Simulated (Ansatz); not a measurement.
The input (input.yaml):

```yaml
crystal:
  periodic: [false, false, false]
  atoms:
    - { symbol: Ga, position_ang: [0.069755, 0.505771, -0.111621] }
    - { symbol: O, position_ang: [-0.069829, -0.191389, 1.940502] }
    - { symbol: H, position_ang: [-0.984458, -0.426781, 2.19555] }
    - { symbol: O, position_ang: [1.704242, -0.014295, -0.659105] }
    - { symbol: H, position_ang: [1.621709, -0.731151, -1.314992] }
    - { symbol: O, position_ang: [-1.441977, -0.10629, -0.903454] }
    - { symbol: H, position_ang: [-1.95722, -0.712357, -0.34282] }
    - { symbol: Cl, position_ang: [0.060488, 2.545927, 0.741319] }
    - { symbol: H, position_ang: [0.051691, 0.725267, 2.295121] }
basis:
  gaussian: { orbitals: def2-SVP }
hamiltonian:
  xc: pbe
phonons: {}
```

Launched with:

```bash
$ ansatz run input.yaml --threads 4 --pin off --max-ram 5120MiB --backend cpu --events-out ev --progress --plain --runs-dir out
```

Hardware: 4 threads of Arm Neoverse V2, on a shared host.

**Question.** Roughly how long does this run take, and how much memory?

**Answer.** 30 s, with a peak of 0.17 GiB, for 0 ionic steps.
